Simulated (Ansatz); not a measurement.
The cluster Ti₂Si⁺. Total charge 1; doublet. Geometry PBE0-D4/def2-TZVP, that of the neutral singlet; atoms count from 1.

```xyz
3

Ti    1.236   -0.410    0.192
Ti   -0.769   -0.772   -0.738
Si   -0.467    1.182    0.546
```

The charge 1 doublet is spin-contaminated (final ⟨S²⟩ up to 2.30, 0.75 for a pure state). The structure comes from a short search, and lower isomers may exist.

**Question.** Estimate the Mulliken populations from the PBE0/def2-TZVP orbitals of Ansatz.

**Answer.** 
```json
{"atom": "Ti1", "charge (e)": "0.53", "spin (α − β)": "-1.44", "d electrons": "2.64"}
{"atom": "Ti2", "charge (e)": "0.52", "spin (α − β)": "2.10", "d electrons": "2.70"}
{"atom": "Si3", "charge (e)": "-0.05", "spin (α − β)": "0.34", "d electrons": "–"}
```
Mulliken values depend strongly on the basis.

**Question.** Where does the spin sit?

**Answer.** Summed by element: Ti 0.66, Si 0.34, of 1 unpaired in all. Largest on single atoms: Ti2 2.10, Ti1 -1.44, Si3 0.34.

**Question.** And the Mayer bond orders between heavy atoms (over 0.3)?

**Answer.** Ti1–Ti2 1.85 (2.24 Å); Ti1–Si3 1.38 (2.36 Å); Ti2–Si3 1.42 (2.36 Å).
